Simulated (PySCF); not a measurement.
Computed χzz against gas-phase spectroscopy

Values to reproduce (atoms as numbered below): 14N at N5: χzz = -4.349 MHz [1].
[1] measured, gas; W. C. Bailey, Calculation of NQCC in Gaseous State Molecules (compilation of microwave values)

Species: 2,4-difluoropyridine, C5H3F2N.
Bonds: F1–C2, C2–C3 (aromatic), C3–C4 (aromatic), C4–N5 (aromatic), N5–C6 (aromatic), C6–F7, C6–C8 (aromatic), C2–C8 (aromatic). Hydrogens: H9 on C3; H10 on C4; H11 on C8.

Problem. How do the computed couplings compare?

Solution. PySCF, non-relativistic, with Q(14N) = 0.02044 b:

| level | functions | 14N N5 (MHz) | computed/reference − 1 (%) |
| --- | --- | --- | --- |
| B3LYP/pcJ-1 | 246 | -4.946 | +13.7 |

The unsigned error is 13.7 %. Computed values are for fixed nuclei, while measured ones can include vibrational averaging. Geometry: GFN2-xTB; no solvent, vibrations or thermal averaging. GFN2-xTB bond lengths can be off by several hundredths of an ångström, more for odd bonds, and the gradients follow them. The small basis limits the accuracy of the gradients.
